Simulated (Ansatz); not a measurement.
In2As. Total charge 0; doublet. Geometry PBE-D4/def2-TZVP.

Cartesian coordinates in Å:
```
In -0.944 1.050 -1.802
In 0.709 -0.141 2.172
As 0.235 -0.909 -0.370
```

In the def2 sets In takes a core potential; there is no spin–orbit coupling. HSE06 is defined as in plane-wave codes, on full-range PBE exchange. The structure comes from a short search, and lower isomers may exist.

Task: Estimate the α-spin orbital energies around the gap (eV) in Ansatz with PBE-D4/def2-TZVP, r2SCAN-D4/def2-TZVP, B97M-V/def2-TZVP, PBE0-D4/def2-SVP, HSE06-D4/def2-TZVP.

Result: 
```csv
orbital,PBE-D4/def2-TZVP,r2SCAN-D4/def2-TZVP,B97M-V/def2-TZVP,PBE0-D4/def2-SVP,HSE06-D4/def2-TZVP
HOMO−13,-18.34,-18.99,-19.21,-20.94,-20.49
HOMO−12,-18.34,-18.99,-19.21,-20.94,-20.49
HOMO−11,-18.20,-18.85,-19.07,-20.80,-20.34
HOMO−10,-18.19,-18.83,-19.06,-20.79,-20.33
HOMO−9,-18.19,-18.82,-19.06,-20.78,-20.33
HOMO−8,-18.16,-18.79,-19.02,-20.76,-20.30
HOMO−7,-18.15,-18.78,-19.02,-20.74,-20.29
HOMO−6,-18.13,-18.77,-19.00,-20.73,-20.27
HOMO−5,-13.48,-14.09,-13.96,-15.29,-14.84
HOMO−4,-8.69,-8.95,-8.64,-9.79,-9.34
HOMO−3,-7.82,-8.04,-7.70,-8.75,-8.34
HOMO−2,-5.32,-5.69,-5.44,-6.26,-5.88
HOMO−1,-4.62,-4.80,-4.70,-5.38,-5.03
HOMO,-4.60,-4.79,-4.65,-5.34,-4.98
LUMO,-2.38,-2.25,-2.35,-1.75,-2.10
LUMO+1,-2.34,-2.21,-2.33,-1.73,-2.09
LUMO+2,-1.93,-1.78,-1.92,-1.29,-1.66
LUMO+3,-1.91,-1.76,-1.90,-1.24,-1.64
LUMO+4,-0.51,-0.09,-0.42,0.27,-0.26
LUMO+5,0.31,0.93,0.32,1.37,0.54
β HOMO,-4.42,-4.62,-4.47,-5.13,-4.79
β LUMO,-4.20,-3.94,-4.08,-3.30,-3.66
```
